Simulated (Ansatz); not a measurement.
Ansatz (a quantum-chemistry and plane-wave program) input (CCSD(T)/def2-SVPD):

Ansatz 0.2 input:
```yaml
crystal:
  periodic: [false, false, false]
  atoms:
    - {symbol: Al, position_ang: [-0.00000000, -0.00000000, -1.10003188]}
    - {symbol: O, position_ang: [-0.00000000, -0.00000000, -2.80814738]}
    - {symbol: Br, position_ang: [0.00000000, 0.00000000, 1.05044553]}
basis:
  gaussian:
    orbitals: def2-SVPD
total_charge: 1
magnetization: {spin_polarized: true, initial_magnetization: 1}
correlation: {method: ccsd_t, electrons: outside_noble_gas}
output: {forces: true}
```

End of the output:

```
mean field evaluation 192: about -78594.2321 eV, gradient 1.4e1 eV
mean field evaluation 224: about -78595.5446 eV, gradient 1.1e-3 eV
mean field evaluation 256: about -78595.5491 eV, gradient 2.6e-1 eV
mean field evaluation 288: about -78594.6739 eV, gradient 2.7e-1 eV
mean field evaluation 320: about -78595.5508 eV, gradient 6.2e-2 eV
mean field evaluation 352: about -78595.5360 eV, gradient 6.8e-4 eV
mean field evaluation 384: about -78595.5561 eV, gradient 1.8e-1 eV
mean field evaluation 416: about -78595.5445 eV, gradient 3.3e-2 eV
mean field evaluation 448: about -78595.3860 eV, gradient 2.2e-3 eV
mean field evaluation 480: about -78595.4150 eV, gradient 4.3e-4 eV
mean field evaluation 512: about -78592.7166 eV, gradient 2.9e0 eV
mean field evaluation 544: about -78591.7617 eV, gradient 1.0e-3 eV
mean field evaluation 576: about -78593.3822 eV, gradient 1.4e0 eV
mean field evaluation 608: about -78595.5379 eV, gradient 7.4e-1 eV
mean field evaluation 640: about -78595.5257 eV, gradient 7.3e-1 eV
mean field evaluation 672: about -78595.6125 eV, gradient 6.2e-1 eV
mean field -78600.15150569 eV, -2888.5022907379 hartree, gradient 9.8e-6 eV, S^2 0.758018; 7 other end points of the search recorded, 0 dependent functions left out
determinant -78600.15150569 eV, -2888.5022907379 hartree, with singles and doubles -78609.20265196 eV, -2888.8349142282 hartree
determinant -78598.66722080 eV, -2888.4477442744 hartree, with singles and doubles -78607.80428030 eV, -2888.7835250176 hartree
20 core orbitals not correlated
reference -78600.15150569 eV, -2888.5022907379 hartree; 8, 7 occupied and 60, 61 virtual orbitals, 823 factors
densities: 0.51 GiB planned
second order -8.39265717 eV of doubles, -0.00000000 eV of singles
coupled cluster: 0.37 GiB planned
cycle   1  -9.03595016 eV  change   -2.4e-1 eV  update   2.7e-2
cycle   2  -9.06071024 eV  change   -2.5e-2 eV  update   6.8e-3
cycle   3  -9.06294900 eV  change   -2.2e-3 eV  update   3.8e-3
cycle   4  -9.06504878 eV  change   -2.1e-3 eV  update   1.2e-3
cycle   5  -9.06537446 eV  change   -3.3e-4 eV  update   6.9e-4
cycle   6  -9.06587068 eV  change   -5.0e-4 eV  update   3.8e-4
cycle   7  -9.06597016 eV  change   -9.9e-5 eV  update   1.8e-4
cycle   8  -9.06594730 eV  change    2.3e-5 eV  update   8.6e-5
cycle   9  -9.06593749 eV  change    9.8e-6 eV  update   3.9e-5
cycle  10  -9.06593195 eV  change    5.5e-6 eV  update   1.8e-5
cycle  11  -9.06593030 eV  change    1.6e-6 eV  update   8.8e-6
cycle  12  -9.06592895 eV  change    1.4e-6 eV  update   3.9e-6
cycle  13  -9.06592828 eV  change    6.7e-7 eV  update   1.7e-6
cycle  14  -9.06592773 eV  change    5.5e-7 eV  update   7.3e-7
perturbative correction -0.26677497 eV, -0.0098037992 hartree
the calculation of the forces begins
Total energy: -78609.48420839 eV, -2888.8452612362 hartree
Atom 0 at    -0.000000    -0.000000    -1.100032 Å, force     0.000000    -0.000000     0.716534 eV/Å
Atom 1 at    -0.000000    -0.000000    -2.808147 Å, force    -0.000000     0.000000    -0.903114 eV/Å
Atom 2 at     0.000000     0.000000     1.050446 Å, force    -0.000000    -0.000000     0.186580 eV/Å
Dipole moment:    -0.000000    -0.000000    -0.527423 e Å
```
